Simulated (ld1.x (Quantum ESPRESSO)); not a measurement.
What the settings do to the RRKJ potential of cobalt

Base potential:

```json
{
 "Element": "cobalt",
 "Generator": "ld1.x (Quantum ESPRESSO) 7.5",
 "Type": "norm-conserving RRKJ (Kleinman–Bylander form)",
 "Functional": "PBEsol",
 "Relativity": "scalar-relativistic",
 "Frozen core": "[Ar]",
 "Valence charge": "9",
 "Reference configuration": "3d7 4s1.5 4p0 (charge +0.5)",
 "Partial waves": "4p (bound, empty): rc 0.85 bohr; 3d (bound): rc 1.55 bohr; 4s (bound): rc 1.60 bohr",
 "Local potential": "the s channel",
 "Core correction": "none",
 "rho0": "0.001"
}
```

All-electron outer shells of the reference configuration (PBEsol, scalar-relativistic, ld1.x):

| shell | level (eV) | outermost node (bohr) | outermost maximum (bohr) |
| --- | --- | --- | --- |
| 3p | -69.73 | 0.28 | 0.68 |
| 3d | -12.42 | – | 0.66 |
| 4s | -9.01 | 0.96 | 2.26 |
| 4p | -4.18 | 1.05 | 2.94 |

Cutoffs, loose and tight: the cutoffs (Ry, on a coarse ladder) from which the occupation-weighted sum of valence levels, in a spherical-Bessel basis at the reference potential, stays within 10 and 1 mRy of its value at 400 Ry. They do not see the model core or the augmentation charge, which bear on the density cutoff. Test errors are all-electron minus pseudo excitation energies from the reference, over the configurations 3d7 4s2 4p0; 3d7 4s1 4p0; 3d7 4s0 4p0; 3d5 4s0 4p0; 3d7 4s0 4p2; 3d7 4s1 4p1; 3d6 4s2 4p1. A dash means not determined; rows that change the core or the reference have their own tests. The largest error is taken over the tests solved by every variant that gives reliable tests at all: 3d5 4s0 4p0; 3d7 4s0 4p0; 3d7 4s1 4p0; 3d7 4s2 4p0.

A true bound ghost makes a file unfit for plane-wave use even where its test errors are small: the radial tests pick states by their node count and pass the ghost by. Where a test does run into it, the solver fails or the error is huge.

For the base: The 4p radius (0.85 bohr) lies inside the outermost node of the all-electron wave (1.05 bohr), which a nodeless pseudo-wave cannot match soundly.

| change | outcome | cutoff, loose | cutoff, tight | bound ghosts | largest test error (meV) |
| --- | --- | --- | --- | --- | --- |
| base | generated | 80 Ry | 120 Ry | p | -1036 |
| fully relativistic | generated | 80 Ry | 120 Ry | p3/2, p1/2 | -1028 |
| wave 4s (bound): rc 1.60 bohr becomes 4s (bound): rc 1.80 bohr | generated | 80 Ry | 110 Ry | p | -991 |
| reference 3d7 4s0.5 4p0 | generated | 80 Ry | 110 Ry | p | -259 over the solved tests; 1 of 7 tests not solved or not reliable |
| wave 4p (bound): rc 0.85 bohr becomes 4p (bound): rc 0.72 bohr | generated | 80 Ry | 120 Ry | p | -1036 |
| core correction a·sin(br)/r model core inside 0.98 bohr | generated | 80 Ry | 120 Ry | p | -1677 |
| functional PW91 | generated | 80 Ry | 110 Ry | p | -966 |

(1) What comes out with this change to the base: wave 3d (bound): rc 1.55 bohr becomes 3d (bound): rc 2.00 bohr?

(2) What comes out with this change to the base: all radii scaled by about 0.88 (s 1.40, p 0.74, d 1.36 bohr)?

Results:

(1) outcome: generated; cutoff, loose: 50 Ry; cutoff, tight: 80 Ry; bound ghosts: p; largest test error (meV): +665.

(2) outcome: generated; cutoff, loose: 100 Ry; cutoff, tight: 180 Ry; bound ghosts: p; largest test error (meV): -1460.
